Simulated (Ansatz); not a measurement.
`CB(N)[SiH2][SiH3]` and `CB(N)Br` differ in one atom or group.

Ansatz, PBE0-D4/def2-TZVP geometries, multiplicity 1. Each molecule was computed in one conformer, which needn't be the lowest.

Scalar relativity is left out up to krypton.

```csv
property,`CB(N)[SiH2][SiH3]`
LUMO energy (ωB97M-V/def2-TZVPP) / eV,1.47
size of the dipole moment (B3LYP/def2-TZVPP) / D,2.50
HOMO energy (PBE/def2-TZVPP) / eV,-6.34
LUMO energy (B3LYP/def2-TZVPP) / eV,-0.55
HOMO–LUMO gap (PBE0/def2-TZVPP) / eV,7.08
HOMO energy (B3LYP/def2-TZVPP) / eV,-7.27
```

(1) What does the change do to each property? (Estimate.)

Answers

(1) The calculation gave: 
```
                                        property  `CB(N)Br`  shift
           LUMO energy (ωB97M-V/def2-TZVPP) / eV       1.93   0.46
size of the dipole moment (B3LYP/def2-TZVPP) / D       2.79   0.29
               HOMO energy (PBE/def2-TZVPP) / eV      -6.58  -0.24
             LUMO energy (B3LYP/def2-TZVPP) / eV       0.31   0.86
            HOMO–LUMO gap (PBE0/def2-TZVPP) / eV       8.39   1.31
             HOMO energy (B3LYP/def2-TZVPP) / eV      -7.62  -0.35
```

With PBE0 the HOMO falls by 0.41 eV and the LUMO rises by 0.90 eV, so the gap widens by about 1.31 eV. PBE moves the HOMO by -0.24 eV and ωB97M-V by -0.62 eV. Dipoles are sizes alone; their direction can turn.

B3LYP here is the variant with VWN-RPA as its local correlation; programs differ in this.

Spin–orbit coupling is left out; it splits and shifts lone-pair levels of the heavy atoms by tenths of an eV.
